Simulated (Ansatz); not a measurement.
Basis-set series for `[AlH2][NH][SiH2]Br`. The species carries charge 0 and has multiplicity 1. The geometry is a stationary point of PBE0-D4/def2-TZVP. It is one conformer, not always the lowest.

```
functional       basis  functions  energy (Eh)  HOMO (eV)  LUMO (eV)
   PBE0-D4    def2-SVP        107  -3162.80977      -8.01      -1.11
   PBE0-D4  def2-QZVPP        436  -3163.45523      -8.13      -1.25
   ωB97M-V    def2-SVP        107  -3163.19652     -10.20       0.60
   ωB97M-V  def2-QZVPP        436  -3163.84050     -10.37       0.16
```

**Question.** Give the rows for def2-TZVPP. (An estimate is asked.)

**Answer.** Ansatz gave: 
| functional | basis | functions | energy (Eh) | HOMO (eV) | LUMO (eV) |
| --- | --- | --- | --- | --- | --- |
| PBE0-D4 | def2-TZVPP | 233 | -3163.38120 | -8.12 | -1.20 |
| ωB97M-V | def2-TZVPP | 233 | -3163.76965 | -10.35 | 0.39 |

Positive LUMOs are unbound and depend on the basis. Scalar relativity is left out up to krypton.
